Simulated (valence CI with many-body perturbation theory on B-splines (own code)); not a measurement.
# Energy levels of Yb63+

Calculated by relativistic CI+MBPT: five valence electrons over a frozen Dirac-Fock core [He], a basis of 11 s, 11 p, 10 d, 8 f, 5 g, 2 h functions for each j, with the one-electron correlation potential Σ1, the two-electron term Σ2, the three-electron term Σ3, Breit, model QED; selected CI, second order for the rest, scaled by the run's own slope (own B-spline code, finite nucleus).

The last digits are not significant, and no measured levels were compared; by estimate large intervals hold to a few tenths of a per cent, small ones and those within an open d or f shell to about a per cent. Among the levels kept, up to 7400 cm⁻¹ of a level comes from second order outside the variational space, and about a tenth of that is noise between levels of different J, which matters for small intervals.

Levels 181 to 199 of 199, with energies above the lowest level, (2s^2 2p1/2^2 2p3/2) J=3/2. "Leading %" is the weight of the configuration and term that name the level; weights of strongly mixed levels are sums over their largest components and can fall short. In the jj column 3d3/2^4 stands for four electrons in 3d with j = 3/2.

| No. | Configuration | Term | J | E (Ry) | Leading % | Second component | g | Leading jj |
| --- | --- | --- | --- | --- | --- | --- | --- | --- |
| 181 | 2s2p³3d | ⁴P° | 5/2 | 808.61 | 32 | 28 % 2s2p³3d ⁴D° | 1.294 | 2s 2p1/2 2p3/2^2 3d5/2 (98 %) |
| 182 | 2s²2p²4p | ²P° | 1/2 | 809.32 | 46 | 38 % 2s²2p²4p ⁴D° | 0.656 | 2s^2 2p1/2^2 4p1/2 (100 %) |
| 183 | 2s2p³3d | ⁴D° | 7/2 | 809.46 | 53 | 15 % 2s2p³3d ²G° | 1.230 | 2s 2p1/2 2p3/2^2 3d5/2 (98 %) |
| 184 | 2s2p³3d | ⁴D° | 5/2 | 809.95 | 38 | 18 % 2s2p³3d ²D° | 1.255 | 2s 2p1/2 2p3/2^2 3d5/2 (99 %) |
| 185 | 2s2p³3d | ²G° | 9/2 | 810.30 | 81 | 12 % 2s2p³3d ⁴G° | 1.120 | 2s 2p1/2 2p3/2^2 3d5/2 (99 %) |
| 186 | 2s2p³3d | ²F° | 7/2 | 810.59 | 56 | 7 % 2s2p³3d ⁴D° | 1.161 | 2s 2p1/2 2p3/2^2 3d5/2 (99 %) |
| 187 | 2s2p³3d | ²F° | 7/2 | 810.96 | 49 | 26 % 2s2p³3d ⁴F° | 1.190 | 2s 2p1/2 2p3/2^2 3d5/2 (99 %) |
| 188 | 2s2p³3d | ²D° | 3/2 | 811.16 | 49 | 16 % 2s2p³3d ²P° | 1.008 | 2s 2p1/2 2p3/2^2 3d5/2 (97 %) |
| 189 | 2s2p³3d | ²F° | 5/2 | 811.45 | 39 | 36 % 2s2p³3d ²D° | 1.102 | 2s 2p1/2 2p3/2^2 3d5/2 (99 %) |
| 190 | 2s2p³3d | ²P° | 3/2 | 811.58 | 37 | 25 % 2s2p³3d ²D° | 1.147 | 2s 2p1/2 2p3/2^2 3d5/2 (98 %) |
| 191 | 2s2p³3d | ²S° | 1/2 | 811.69 | 48 | 33 % 2s2p³3d ²P° | 1.315 | 2s 2p1/2 2p3/2^2 3d5/2 (97 %) |
| 192 | 2s2p³3d | ²P° | 3/2 | 812.39 | 39 | 26 % 2s2p³3d ²D° | 1.205 | 2s 2p1/2 2p3/2^2 3d5/2 (97 %) |
| 193 | 2s2p³3d | ²D° | 5/2 | 812.55 | 43 | 27 % 2s2p³3d ²F° | 1.056 | 2s 2p1/2 2p3/2^2 3d5/2 (98 %) |
| 194 | 2p⁴3p | ⁴D° | 7/2 | 819.12 | 67 | 31 % 2p⁴3p ²F° | 1.313 | 2p1/2^2 2p3/2^2 3p3/2 (98 %) |
| 195 | 2p⁴3p | ²D° | 5/2 | 819.13 | 50 | 39 % 2p⁴3p ⁴P° | 1.312 | 2p1/2^2 2p3/2^2 3p3/2 (98 %) |
| 196 | 2p⁴3p | ²P° | 1/2 | 819.21 | 50 | 37 % 2p⁴3p ²S° | 1.285 | 2p1/2^2 2p3/2^2 3p3/2 (98 %) |
| 197 | 2s²2p²4p | ²P° | 3/2 | 819.36 | 35 | 19 % 2s²2p²4p ⁴D° | 1.327 | 2s^2 2p1/2^2 4p3/2 (100 %) |
| 198 | 2s²2p²4d | ²D | 3/2 | 821.82 | 43 | 32 % 2s²2p²4d ⁴F | 0.791 | 2s^2 2p1/2^2 4d3/2 (100 %) |
| 199 | 2p⁴3p | ²P° | 3/2 | 822.53 | 46 | 28 % 2p⁴3p ²D° | 1.311 | 2p1/2^2 2p3/2^2 3p3/2 (98 %) |
